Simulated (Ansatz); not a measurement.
Reaction (hydrogenolysis of the Si–S bond): `FC[SiH2]S` + H₂ → `FC[SiH3]` + H₂S

Computed with Ansatz on PBE0-D4/def2-TZVP structures; ΔE is electronic, products minus reactants. CBS: MP2 limit from def2 TZ/QZ plus the TZ coupled-cluster correction, frozen cores. This one scheme is used for every species. Functionals use def2-TZVPP. Each species was taken in one conformer, which may not be the lowest.

`FC[SiH2]S`:

Z-matrix (Å, degrees):
```
C
Si 1 1.892
F 1 1.393 2 109.3
H 1 1.096 2 111.5 3 -119.5
H 1 1.095 2 111.3 3 119.5
S 2 2.132 1 110.6 3 -60.8
H 2 1.485 1 109.2 3 -177.2
H 2 1.485 1 108.7 3 62.3
H 6 1.345 2 93.4 1 56.7
```

H₂:

```xyz
2

H    -0.024    0.227    0.295
H     0.024   -0.227   -0.295
```

`FC[SiH3]`:

Z-matrix (Å, degrees):
```
C
Si 1 1.895
F 1 1.391 2 110.4
H 1 1.095 2 111.2 3 120.0
H 1 1.095 2 111.2 3 -120.0
H 2 1.484 1 110.0 3 60.5
H 2 1.484 1 110.0 3 -60.5
H 2 1.488 1 107.8 3 180.0
```

H₂S:

Cartesian coordinates in Å:
```
S 0.081 0.614 -0.012
H -0.639 -0.213 0.760
H 0.558 -0.401 -0.748
```

CCSD(T)/CBS gives +41.3 kJ/mol.

Another level gave +27.2 kJ/mol. Which?
A. HF/def2-TZVPP
B. BHLYP/def2-TZVPP
C. CAM-B3LYP-D4/def2-TZVPP
D. PBE-QIDH/def2-TZVPP

B. BHLYP 27.2, PBE-QIDH 41.2, CAM-B3LYP-D4 33.8, HF/def2-TZVPP 17.8 kJ/mol.

Largest T1 diagnostic among the species: 0.011.

At CCSD(T), def2-SVP lies −18.7 kJ/mol from the extrapolated value and def2-TZVPP −4.9 kJ/mol. The D4 term adds +9.8 kJ/mol with B3LYP and +5.3 kJ/mol with PBE0; it sums over pairs of atoms, weighted by their polarisabilities, and B3LYP, whose exchange is more repulsive, gets the larger term.

B3LYP here is the variant with VWN-RPA as its local correlation; programs differ in this.
